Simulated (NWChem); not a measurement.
GeNH$_{4}$Cl; SMILES [GeH2]([NH2])[Cl]

```xyz
7

Ge     0.3791    -0.4138     0.0000
N     -1.0191    -1.5715     0.0000
Cl    -0.2433     1.6809     0.0000
H      1.1778    -0.6215    -1.2902
H      1.1778    -0.6215     1.2902
H     -1.6086    -1.5444     0.8277
H     -1.6086    -1.5444    -0.8277
```
Atoms are numbered in this order, from 1.

Program: NWChem. All runs use the structure optimised with PBE0/def2-SVP. Total energies compare along this basis series because the functional is fixed.

```csv
level,basis functions,energy (Ha),highest occupied level (eV),orbital gap (eV),dipole (D)
B3LYP/def2-SVP,84,-2594.0220,-7.39,7.79,1.73
B3LYP/def2-SVPD,117,-2594.0420,-7.77,7.39,1.78
B3LYP/def2-TZVP,140,-2594.5187,-7.66,7.57,1.72
B3LYP/def2-TZVPP,177,-2594.5212,-7.67,7.57,1.73
```
